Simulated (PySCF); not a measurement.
# Static response to an electric field

CH₂ClF₃Si.
Cartesian coordinates in Å at the GFN2-xTB level; atoms count from 1:
```xyz
8
CH2ClF3Si angstrom
F      1.5476    0.1547   -1.1054
C      0.9403   -0.0148    0.0858
F      1.3726    0.9900    0.8732
F      1.4559   -1.1453    0.6084
Si    -1.0097   -0.0920   -0.0519
Cl    -1.5882    1.6360   -0.8373
H     -1.2563   -1.2351   -0.9188
H     -1.4532   -0.2841    1.3214
```

Level: B3LYP/def2-SVPD (PySCF), static field, nuclei fixed, core orbitals frozen in the response. The polarisability tensor in these axes (au):

```
x   56.01 -3.58  2.11
y   -3.58 56.52 -3.43
z    2.11 -3.43 50.84
```

Q: What are the eigenvalues, a third of the trace, and Δα (Δα² = ½Σ(αi − αj)² over the three pairs)?

A: Principal values 49.19, 52.82 and 61.35 au; mean 54.45 au = 8.07 Å³ = 8.98 × 10⁻⁴⁰ C²·m²/J; Δα = 10.81 au (20 % of the mean).

Q: What is the dipole moment, and where does it point?

A: (-2.36, -0.70, 0.09) D, 2.46 D in size, pointing from the negative to the positive side. Measured along this direction, the outermost atoms are F1 and F3 at the negative end and H8 and H7 at the positive end.

Q: How large is μ²/3kT at 250 K beside α?

A: In Gaussian units μ²/3kT = 58.58 Å³ against 8.07 Å³, a ratio of 7.26; the Debye molar polarisation (4π/3)N_A(α + μ²/3kT) is 168.1 cm³/mol, leaving out the vibrational part.

Q: In TDDFT the mean static polarisability is Σ f/ω² over all singlet excitations (ω in hartree). How much of it do the 8 lowest give? Their energies (eV) and oscillator strengths: 7.34, 0.0020; 7.64, 0.0149; 8.21, 0.0305; 8.33, 0.0006; 8.62, 0.0520; 8.81, 0.0109; 8.81, 0.0485; 8.84, 0.0237.

A: They add up to 1.87 au, 3.4 % of the 54.45 au; the largest single term is 0.52 au, from the state at 8.62 eV. Terms in order: 0.03, 0.19, 0.34, 0.01, 0.52, 0.10, 0.46, 0.22 au. Higher excitations give the rest. The strengths listed sum to 0.183.

Q: What would n − 1 = 2πNα be for an ideal gas of these molecules at 500 K and 1 atm, electronic part alone?

A: N = p/kT = 1.4678 × 10¹⁹ cm⁻³, so n − 1 = 2π × N × 8.07 × 10⁻²⁴ cm³ = 744 × 10⁻⁶ at long wavelengths, for an ideal gas.

Q: What molar refraction does this α imply?

A: Lorentz–Lorenz: R = (4π/3)N_A α = 2.5225 cm³/(mol·Å³) × 8.07 Å³ = 20.4 cm³/mol, in the limit of long wavelengths.

Isolated species at its GFN2-xTB geometry, gas phase.
